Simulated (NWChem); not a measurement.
System: C$_{2}$H$_{6}$OSi; SMILES C1C[SiH2]O1

```xyz
10

C      0.2114    -1.2872     0.0000
C     -1.1553    -0.5425     0.0000
Si    -0.0545     1.0018     0.0000
O      1.1711    -0.1919     0.0000
H      0.3623    -1.9248     0.8996
H      0.3623    -1.9248    -0.8996
H     -1.7740    -0.7156     0.9013
H     -1.7740    -0.7156    -0.9013
H     -0.0598     1.8844    -1.2205
H     -0.0598     1.8844     1.2205
```
Atoms are numbered in this order, from 1.

Results from NWChem. Structure relaxed at the PBE-D3(BJ)/def2-SVP level. Level SCAN/def2-SVP: energy and gradient on several grids; changes count from the extra-fine grid, which is no exact limit either.

```tsv
grid	size of the energy change (μHa)	largest change of a gradient component (μHa/bohr)	time, medium = 1 (rough)
xcoarse	8000	3000	about 1
coarse	7000	1000	about 1
medium	5000	500	about 1
fine	700	600	about 1
xfine	< 10	< 30	3
```
